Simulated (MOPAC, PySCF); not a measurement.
[Zr(F)3(OH)], neutral singlet in the gas phase. 

Cartesian coordinates (Å):
```xyz
6

Zr    -0.2006    -0.1160    -0.0822
F     -0.4648     1.7440     0.3037
F      0.4449    -0.2983    -1.8782
F     -1.8738    -1.0382     0.0883
O      1.0751    -0.8601     1.1343
H      1.7290    -1.2346     1.7379
```
Charge 0, multiplicity 1.

All levels are single points at this geometry (TPSS-D3(BJ)/def2-SVP); Pople sets use spherical d functions. Orbital energies aren't observables, and empty levels follow the basis.

PM7 in MOPAC gives dipole (D) = 2.83.

Q: Estimate the dipole (D) from each of these levels: B3LYP-D3(BJ)/def2-TZVP in PySCF; PBE-D3(BJ)/def2-TZVP in PySCF; TPSSh-D3(BJ)/def2-TZVP in PySCF; B3LYP/6-311+G** (LANL2DZ on Zr) in PySCF; B3LYP/6-31G* (LANL2DZ on Zr) in PySCF; B3LYP/LANL2DZ in PySCF; BP86/6-31G* (LANL2DZ on Zr) in PySCF; M06-2X/6-31G* (LANL2DZ on Zr) in PySCF; PBE/6-31G* (LANL2DZ on Zr) in PySCF; SVWN5/6-31G* (LANL2DZ on Zr) in PySCF; HF/6-31G* (LANL2DZ on Zr) in PySCF; PM6 in MOPAC.

A: 
```csv
level,dipole (D)
B3LYP-D3(BJ)/def2-TZVP in PySCF,2.74
PBE-D3(BJ)/def2-TZVP in PySCF,2.66
TPSSh-D3(BJ)/def2-TZVP in PySCF,2.70
B3LYP/6-311+G** (LANL2DZ on Zr) in PySCF,2.92
B3LYP/6-31G* (LANL2DZ on Zr) in PySCF,2.75
B3LYP/LANL2DZ in PySCF,3.26
BP86/6-31G* (LANL2DZ on Zr) in PySCF,2.68
M06-2X/6-31G* (LANL2DZ on Zr) in PySCF,2.82
PBE/6-31G* (LANL2DZ on Zr) in PySCF,2.67
SVWN5/6-31G* (LANL2DZ on Zr) in PySCF,2.78
HF/6-31G* (LANL2DZ on Zr) in PySCF,2.89
PM6 in MOPAC,3.17
```
